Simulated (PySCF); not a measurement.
Al(F)(OMe)(NH2) (CH5AlFNO), SMILES C[O][Al]([NH2])[F].

Geometry optimised at r2SCAN-D4/def2-SVP. The structure was generated by enumeration; whether it is a known compound was not checked. The values are those of a single conformer.

These are IEF-PCM-M06-2X/def2-SVP in PySCF values and carry that method's errors.

The values are the electrostatic part of the solvation free energy, E(continuum) − E(gas) at the gas-phase geometry, in a cavity of scaled van der Waals radii (PySCF's table); cavitation and dispersion terms are not included. A continuum can't describe solvent molecules that bind to the metal. In vacuum the orbital gap is 9.33 eV. The dipole moment in vacuum is 1.39 D.

### Question
Estimate the values in water (ε = 78.36), acetone (ε = 20.49), dichloromethane (ε = 8.93). (Estimate from the structure and the level; the computed values follow.)

### Answer

```json
[
 {"solvent": "water", "ε": "78.36", "ΔG(elec) (kcal/mol)": "-6.6", "dipole (D)": "1.50", "gap (eV)": "9.31"},
 {"solvent": "acetone", "ε": "20.49", "ΔG(elec) (kcal/mol)": "-6.2", "dipole (D)": "1.50", "gap (eV)": "9.31"},
 {"solvent": "dichloromethane", "ε": "8.93", "ΔG(elec) (kcal/mol)": "-5.6", "dipole (D)": "1.49", "gap (eV)": "9.31"}
]
```
